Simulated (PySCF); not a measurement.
C2H9NOSi2.

```xyz
15

Si    -2.6859    -0.1715     0.9372
N     -1.7036     0.6937    -0.2181
C     -0.5832     0.4624    -0.7589
C      0.3051    -0.7533    -0.5736
O      1.6425    -0.4890    -0.9258
Si     2.7149     0.3069     0.0825
H     -2.0767    -1.3935     1.5672
H     -3.9259    -0.5881     0.2213
H     -3.0359     0.7870     2.0226
H     -0.1647     1.1890    -1.4917
H      0.2102    -1.1450     0.4598
H     -0.0691    -1.5485    -1.2475
H      2.2636     1.7055     0.3615
H      2.8264    -0.4183     1.3865
H      4.0191     0.3186    -0.6272
```

The structure is a stationary point at r2SCAN-D4/def2-SVP. The structure was generated by enumeration; whether it is a known compound was not checked. One conformer was computed; it need not be the lowest.

Calculation: KT2/pcSseg-1 in PySCF. Non-relativistic, no solvent.

Computed absolute GIAO shielding of each atom: isotropic value and principal components (ppm):
```csv
atom,σ(iso),σ11,σ22,σ33,span
Si1,431.7,399.0,412.2,484.0,85.0
N2,-80.5,-413.2,-107.4,279.0,692.3
C3,4.5,-77.5,-2.2,93.3,170.8
C4,109.9,94.0,97.5,138.2,44.2
O5,316.3,256.2,336.9,355.7,99.5
Si6,388.0,331.4,351.0,481.6,150.1
H7,25.9,22.2,25.7,29.9,7.7
H8,26.2,24.0,24.7,30.0,6.0
H9,26.2,23.8,24.9,30.0,6.2
H10,22.5,20.9,21.3,25.2,4.3
H11,27.0,23.0,25.6,32.4,9.4
H12,26.9,22.6,27.2,31.1,8.5
H13,26.1,22.9,24.8,30.6,7.8
H14,26.3,23.6,24.5,30.8,7.2
H15,26.2,23.2,24.5,30.9,7.7
```
